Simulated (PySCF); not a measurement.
First SCF of a structure search on singlet Ni2H4, at a hand-made doubly bridged, trans geometry. PySCF input:

```python
from pyscf import gto, scf, dft
mol = gto.M(atom='''
Ni     1.026500     0.000000     0.000000
Ni    -1.026500     0.000000     0.000000
H      0.000000     1.100800     0.000000
H      0.000000    -1.100800     0.000000
H      1.736500     0.000000     1.221200
H     -1.736500     0.000000    -1.221200''',
    basis={'Ni': 'def2-TZVP', 'H': 'def2-TZVP'},
    charge=0, spin=0)
mf = dft.RKS(mol, xc='PBE0')
mf.grids.atom_grid = (50, 194)
aux = {'Ni': 'def2-universal-JKFIT', 'H': 'def2-universal-JKFIT'}
mf = mf.density_fit(auxbasis=aux)
mf.conv_tol = 1e-08
mf.diis_space = 10
mf.max_cycle = 60
mf.init_guess = 'minao'
mf.verbose = 4
mf.kernel()
```

Excerpt of the output (cycles and frontier levels):

```
init E= -3017.08474099312
  HOMO = 0.165103949068841  LUMO = 0.184653696850796  gap/eV = 0.53198
cycle= 1 E= -2977.23257047013  delta_E= 39.9  |g|= 14.1  |ddm|= 28.8
  HOMO = -2.89294073046318  LUMO = -2.79579884182916  gap/eV = 2.64337
cycle= 2 E= -2972.75479148451  delta_E= 4.48  |g|= 20.4  |ddm|= 33.9
  HOMO = -1.20775618007178  LUMO = -1.11932015399836  gap/eV = 2.40647
cycle= 3 E= -3007.63461592856  delta_E= -34.9  |g|= 9.85  |ddm|=   17
  HOMO = -0.535149788897733  LUMO = -0.447032082935865  gap/eV = 2.39780
cycle= 4 E= -3015.14031538948  delta_E= -7.51  |g|= 5.62  |ddm|= 3.08
  HOMO = -0.435226569485354  LUMO = -0.370362099711113  gap/eV = 1.76505
cycle= 5 E= -3015.85149062248  delta_E= -0.711  |g|= 4.28  |ddm|= 2.13
  HOMO = -0.309548054287366  LUMO = -0.205887168554496  gap/eV = 2.82076
cycle= 6 E= -3017.99491331676  delta_E= -2.14  |g|=  1.9  |ddm|= 1.97
  HOMO = -0.210090673146145  LUMO = -0.142984814859398  gap/eV = 1.82604
... 12 lines left out ...
cycle= 13 E= -3018.42212228606  delta_E= -1.13e-07  |g|= 0.000192  |ddm|= 0.000666
  HOMO = -0.218886499042955  LUMO = -0.116375987909053  gap/eV = 2.78945
cycle= 14 E= -3018.42212217725  delta_E= 1.09e-07  |g|= 0.00113  |ddm|= 0.000535
  HOMO = -0.218887627751903  LUMO = -0.116374050246773  gap/eV = 2.78954
cycle= 15 E= -3018.4221223156  delta_E= -1.38e-07  |g|= 4.78e-05  |ddm|= 0.000424
  HOMO = -0.218892548430539  LUMO = -0.116378399482004  gap/eV = 2.78955
cycle= 16 E= -3018.42212231618  delta_E= -5.75e-10  |g|= 4.29e-06  |ddm|= 7.11e-05
  HOMO = -0.218892903828031  LUMO = -0.116378708963067  gap/eV = 2.78955
Extra cycle  E= -3018.42212231618  delta_E= -1.82e-12  |g|= 1.07e-05  |ddm|= 1.13e-05
converged SCF energy = -3018.42212231618
```

No lower solution of this spin was found from smeared starts or by a stability analysis within the restricted form, which does not test spin polarisation.

Stability towards spin polarisation was not tested.

The search for the lowest solution, 3 starts and the stability check together, took 23 s on 2 threads of a shared Intel Xeon Platinum 8488C (Sapphire Rapids) host, with 114 basis functions; the process peaked at 0.66 GiB. Launch command: `OMP_NUM_THREADS=2 python axn.py task.json out`.
